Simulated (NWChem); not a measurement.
Species: TeF$_{5}$, doublet; SMILES F[Te](F)(F)(F)F

In the optimisation the excess spin sits in a (C4, its own frame). No frequency run checked for a minimum. def2 effective core potentials on Te; no spin-orbit coupling.

Task: Give the equilibrium geometry at PBE0/def2-SVP with def2 effective core potentials on Te, spin-unrestricted (NWChem) as a Z-matrix, with the point group.

Result: point group C4v; any orientation.
```
Te
F 1 1.8720
F 1 1.9265 2 90.30
F 1 1.9265 2 90.30 3 90.00
F 1 1.9265 2 90.30 3 -90.00
F 1 1.9265 2 90.30 3 180.00
```
